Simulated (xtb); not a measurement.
C$_{4}$H$_{5}$ (SMILES [CH]=C1CC1), doublet, at a GFN2-xTB geometry; GFN2-xTB in xtb 6.7.1.

xtb was given this input:
```
$ xtb mol.xyz --gfn 2 --uhf 1 --hess --json

# file mol.xyz
9

C     -0.00416143     0.00641022     0.41862519
C     -0.00209261    -0.80382943    -0.82333579
C      0.01842575     0.69136568    -0.93155815
C     -0.01651474     0.03981632     1.67974132
H     -0.91334012    -1.32667342    -1.07822748
H      0.90024908    -1.35023006    -1.05983839
H      0.93730161     1.18394500    -1.21299360
H     -0.88145279     1.20756873    -1.23143505
H     -0.01669960     0.68281303     2.52165902
```

Problem. Write the output that xtb gives for this input, abridged.

Solution. 
```
   ID    Z sym.   atoms
    1    6 C      1-4
    2    1 H      5-9

           -------------------------------------------------
          |                Calculation Setup                |
           -------------------------------------------------

           -------------------------------------------------
          |                 G F N 2 - x T B                 |
           -------------------------------------------------

          ...................................................
          :                      SETUP                      :
          :.................................................:
          :  # basis functions                  21          :
          :  # atomic orbitals                  21          :
          :  # shells                           13          :
          :  # electrons                        21          :
          :  max. iterations                   250          :
          :  Hamiltonian                  GFN2-xTB          :
          :  restarted?                      false          :
          :  GBSA solvation                  false          :
          :  PC potential                    false          :
          :  electronic temp.          300.0000000     K    :
          :  accuracy                    1.0000000          :
          :  -> integral cutoff          0.2500000E+02      :
          :  -> integral neglect         0.1000000E-07      :
          :  -> SCF convergence          0.1000000E-05 Eh   :
          :  -> wf. convergence          0.1000000E-03 e    :
          :  Broyden damping             0.4000000          :
          :  net charge                          0          :
          :  unpaired electrons                  1          :
          ...................................................

 iter      E             dE          RMSdq      gap      omega  full diag
   1    -11.1589620 -0.111590E+02  0.488E+00    3.65       0.0  T
   2    -11.1654073 -0.644527E-02  0.301E+00    3.53       1.0  T
   3    -11.1350671  0.303402E-01  0.193E+00    3.75       1.0  T
   4    -11.1695466 -0.344796E-01  0.308E-01    3.52       1.0  T
   5    -11.1699552 -0.408572E-03  0.677E-02    3.56       1.0  T
   6    -11.1699635 -0.825281E-05  0.408E-02    3.55       1.0  T
   7    -11.1699640 -0.542973E-06  0.899E-03    3.55       3.7  T
   8    -11.1699645 -0.488761E-06  0.167E-03    3.55      19.9  T
   9    -11.1699645 -0.466890E-08  0.707E-04    3.55      47.1  T
  10    -11.1699645 -0.495879E-09  0.138E-04    3.55     240.9  T

   *** convergence criteria satisfied after 10 iterations ***

         :::::::::::::::::::::::::::::::::::::::::::::::::::::
         ::                     SUMMARY                     ::
         :::::::::::::::::::::::::::::::::::::::::::::::::::::
         :: total energy             -10.950920242451 Eh    ::
         :: gradient norm              0.000141050194 Eh/a0 ::
         :: HOMO-LUMO gap              3.553542030120 eV    ::
         ::.................................................::
         :: SCC energy               -11.169962823677 Eh    ::
         :: -> isotropic ES            0.002571962724 Eh    ::
         :: -> anisotropic ES          0.001400155297 Eh    ::
         :: -> anisotropic XC          0.009916490163 Eh    ::
         :: -> dispersion             -0.003738807163 Eh    ::
         :: repulsion energy           0.219042581226 Eh    ::
         :: add. restraining           0.000000000000 Eh    ::
         :: total charge              -0.000000000000 e     ::
         :::::::::::::::::::::::::::::::::::::::::::::::::::::

           -------------------------------------------------
          |                Numerical Hessian                |
           -------------------------------------------------
step length          :   0.00500
SCC accuracy         :   0.30000
Hessian scale factor :   1.00000
frozen atoms in %    :   0.00000    0
RMS gradient         :   0.00014
estimated CPU  time      0.00 min

[...]
 IR intensities (km·mol⁻¹)
   1:  0.12   2:  0.09   3:  0.42   4:  0.30   5:  0.09   6:  0.74   7:  0.09   8:  3.58
   9: 62.20  10: 17.71  11:  3.80  12:  0.86  13:  1.53  14: 12.79  15:  0.00  16:  4.63
  17:  2.72  18:  0.00  19:  3.66  20:  0.03  21:  0.43  22:  3.71  23: 15.48  24:  4.75
  25: 26.04  26: 47.84  27:  8.72
 Raman intensities (Ä⁴*amu⁻¹)
   1:  0.00   2:  0.00   3:  0.00   4:  0.00   5:  0.00   6:  0.00   7:  0.00   8:  0.00
   9:  0.00  10:  0.00  11:  0.00  12:  0.00  13:  0.00  14:  0.00  15:  0.00  16:  0.00
  17:  0.00  18:  0.00  19:  0.00  20:  0.00  21:  0.00  22:  0.00  23:  0.00  24:  0.00
  25:  0.00  26:  0.00  27:  0.00
 output can be read by thermo (or use thermo option).
 writing <g98.out> molden fake output.
 recommended (thermochemical) frequency scaling factor: 1.0
           -------------------------------------------------
          |             Thermodynamic Functions             |
           -------------------------------------------------

cs  symmetry found (for desy threshold:  0.10E+00) used in thermo

          ...................................................
          :                      SETUP                      :
          :.................................................:
          :  # frequencies                          21      :
          :  # imaginary freq.                       0      :
          :  linear?                             false      :
          :  only rotor calc.                    false      :
          :  symmetry                               cs      :
          :  rotational number                       1      :
          :  scaling factor                  1.0000000      :
          :  rotor cutoff                   50.0000000 cm⁻¹ :
          :  imag. cutoff                  -20.0000000 cm⁻¹ :
          :.................................................:

    mode    ω/cm⁻¹     T·S(HO)/kcal·mol⁻¹    T·S(FR)/kcal·mol⁻¹   T·S(vib)
   ------------------------------------------------------------------------
   ------------------------------------------------------------------------

   temp. (K)  partition function   enthalpy   heat capacity  entropy
                                   cal/mol     cal/K/mol   cal/K/mol   J/K/mol
 298.15  VIB   2.03                  976.647      9.550      4.679
         ROT  0.289E+05              888.752      2.981     23.392
         INT  0.585E+05             1865.399     12.531     28.071
         TR   0.374E+27             1481.254      4.968     37.813
         TOT                        3346.6529    17.4992    65.8838   275.6579

       T/K    H(0)-H(T)+PV         H(T)/Eh          T*S/Eh         G(T)/Eh
   ------------------------------------------------------------------------
    298.15    0.533323E-02    0.754644E-01    0.313035E-01    0.441608E-01
   ------------------------------------------------------------------------

         :::::::::::::::::::::::::::::::::::::::::::::::::::::
         ::                  THERMODYNAMIC                  ::
         :::::::::::::::::::::::::::::::::::::::::::::::::::::
         :: total free energy         -10.906759402723 Eh   ::
         ::.................................................::
         :: total energy              -10.950920242472 Eh   ::
         :: zero point energy           0.070131142504 Eh   ::
         :: G(RRHO) w/o ZPVE           -0.025970302755 Eh   ::
         :: G(RRHO) contrib.            0.044160839749 Eh   ::
         :::::::::::::::::::::::::::::::::::::::::::::::::::::

           -------------------------------------------------
          | TOTAL ENERGY              -10.950920242472 Eh   |
          | TOTAL ENTHALPY            -10.875455869174 Eh   |
          | TOTAL FREE ENERGY         -10.906759402723 Eh   |
          | GRADIENT NORM               0.000141314257 Eh/α |
          | HOMO-LUMO GAP               3.553550501735 eV   |
           -------------------------------------------------

normal termination of xtb
```
